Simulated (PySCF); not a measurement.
# An isoelectronic set: 54 electrons

MP2 in PySCF with x2c-SVPall on every atom, spin-free X2C, for the lowest determinant that a PBE0 search found; no spin–orbit coupling. All have 54 electrons, 8 of them in the valence shells, and the same state, a singlet (closed shell). For ions De leads to the atom and ion picked by measured ionisation energies and electron affinities.

```csv
species,difference of nuclear charges,Re (Å),ωe (cm⁻¹),k (mdyn/Å),De (eV),dissociates to
CaSe,14,2.492,334,1.75,2.20,Ca + Se
KBr,16,2.857,222,0.759,3.62,K + Br
HI,52,1.602,2406,3.41,3.11,H + I
CaBr⁺,15,2.513,340,1.81,3.38,Ca⁺ + Br
```

Task: Which member of the whole set has the stiffest bond, and how does it compare with the softest?

Result: HI with k = 3.41 mdyn/Å, 4.5 times that of KBr.

Correlated steps freeze the inner cores (14 to 18 orbitals); shallow outer-core shells are correlated. Correlated levels converge slowly with the basis: in double zeta they bind strong bonds too weakly, by up to about 1 eV, and carry superposition errors of some tenths. Spin–orbit coupling is left out, which matters for elements this heavy, above all for dissociation energies. For an ion De counts to the pair picked by the measured ionisation energies or electron affinities, which need not be the lowest pair at this level. Where the molecule has an RHF reference, its open-shell atoms are computed with UHF.
